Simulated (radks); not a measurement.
Values are calculated unless marked as measured or tabulated.
Species: Pb IV. Configuration: [Xe] 4f14 5d9 6s1 6d1 (not the ground configuration). Code: a radial shooting solver on a logarithmic mesh with Libxc functionals. Model: Dirac Kohn-Sham, exchange-only PBE, spin-unpolarised, spherical densities, point nucleus; open shells are shared between the two j in proportion to 2j + 1.

Normalised radial functions P(r) = r R(r) (large component), r in bohr:

```
   r/bohr * 5d3/2, o 6p3/2, + 6d3/2 (the largest magnitude, 1, reaches the edge; | marks zero, & curves that meet)
0.0009847                             &
 0.001345                             &
 0.001838                             &
 0.002511                             &
  0.00343                             &
 0.004686                             &
 0.006402                             &
 0.008746                             &o
  0.01195                             &o
  0.01632                             +*o
   0.0223                             +* o
  0.03046                             |+*o
  0.04162                             |+ o*
  0.05686                             | &   *
  0.07768                            o|  +     *
   0.1061                         o   |  +     *
    0.145                         o   | +   *
   0.1981                          * &|
   0.2706                 *       +   |    o
   0.3696                *        +   |     o
   0.5091                           o*+
   0.6954                    o        |     +          *
   0.9501                     o       |       +                  *
    1.298                             |   &                    *
    1.773                        +    |              *o
    2.422               +             |     *             o
    3.309             +               | *           o
    4.521                 +           *    o
    6.177                        +    *o
    8.438                            +&
    11.53                             &
```

5d3/2: eigenvalue -57.163 eV, 2 radial nodes at r = 0.180, 0.515 bohr, <r> = 1.23 bohr, 90 % of the charge inside 1.83 bohr. 6p3/2 (empty): eigenvalue -28.108 eV, 4 radial nodes at r = 0.0718, 0.204, 0.483, 1.19 bohr, <r> = 2.55 bohr, 90 % of the charge inside 3.65 bohr. 6d3/2: eigenvalue -16.601 eV, 3 radial nodes at r = 0.179, 0.505, 1.50 bohr, <r> = 3.54 bohr, 90 % of the charge inside 5.12 bohr.
